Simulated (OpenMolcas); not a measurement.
# neutral oxygen: from CASSCF to CASPT2

| Property | Result |
| --- | --- |
| Program | OpenMolcas 26.06 |
| Basis | ANO-RCC-VTZP [4s3p2d1f] |
| Scalar Hamiltonian | DKH2, point nucleus |
| Active space | 6 electrons in 8 orbitals (2s 2p 3s 3p) |
| State averaging | 2S+1 = 3 even, 3 roots; 2S+1 = 1 even, 6 roots |
| Spin-orbit coupling | state interaction with AMFI integrals over the reference wave functions, term energies averaged over their components |

Methods on the same reference wave functions:
A. CASSCF
B. SS-CASPT2, IPEA 0.25 Eh, imaginary shift 0.1 Eh (closed shells correlated: 1s)
C. XMS-CASPT2, IPEA 0.25 Eh, imaginary shift 0.1 Eh (closed shells correlated: 1s)

Energies in cm-1 above 2s2 2p4 3P2, the measured ground level; measured values from NIST Handbook of Basic Atomic Spectroscopic Data.

```json
{"Level": "2s2 2p4 3P2", "A": "0.0", "B": "0.0", "C": "0.0", "Measured": "0.0"}
{"Level": "2s2 2p4 3P1", "A": "140", "B": "140", "C": "140", "Measured": "158"}
{"Level": "2s2 2p4 3P0", "A": "209", "B": "209", "C": "209", "Measured": "227"}
{"Level": "2s2 2p4 1D2", "A": "17613", "B": "16450", "C": "16470", "Measured": "15868"}
{"Level": "2s2 2p4 1S0", "A": "30449", "B": "34010", "C": "34470", "Measured": "33793"}
```

Deviations, from unrounded energies. A percentage is the sum of absolute deviations over the sum of measured energies, with the sign that they share, or ± where signs differ.

```csv
Against measurement,Levels,A,B,C
mean absolute deviation (cm-1),4,1300,210,330
fine structure of the ground term (%),2,-9.4,-9.3,-9.3
other terms of the ground configuration (%),2,±10.2,+1.6,+2.6
```

B lies closest to measurement on these levels and A furthest from it. The largest miss of B in the table is 2s2 2p4 1D2, by +580 cm-1. The ranking rests on the paired levels alone, and a cruder setting can come out closer through cancelling errors.

Between B and C the level of the table that moves most is 2s2 2p4 1S0, by 460 cm-1 (lowest in B, highest in C). Moves below CASPT2's spread within the term are not significant.

The mean deviations of B to C differ by less than CASPT2's widest spread within a term (300 cm-1), so their order carries little weight.

From A to B the spin-free energies of the other terms of 2s2 2p4 shown, above 3P, scale by factors of 0.93 to 1.12.

The lowest spin-free term lies below A's lowest term by 0.096 hartree in B, 0.099 hartree in C.

CASPT2 breaks the degeneracy within a term, and the mean is taken; among the terms shown or strongly mixed into the levels shown the widest spread is 300 cm-1 (2s2 2p4 1D, C). Active for correlation alone: 3p 3s; no level in the range computed is led by a configuration that fills them, so any true level of that kind is missing. Without dynamic correlation excited terms often stand tens of per cent too high (terms of higher spin than the ground term too low), and those without a measured partner can miss by more than the paired ones (holds for A). Measured partners are found by configuration, term and J. A level has none where our copy of the source lacks it or the pairing is in doubt (some pairs that miss far off the trend of their configuration count as doubtful), and it then counts in no deviation. Only configurations of the active space appear.
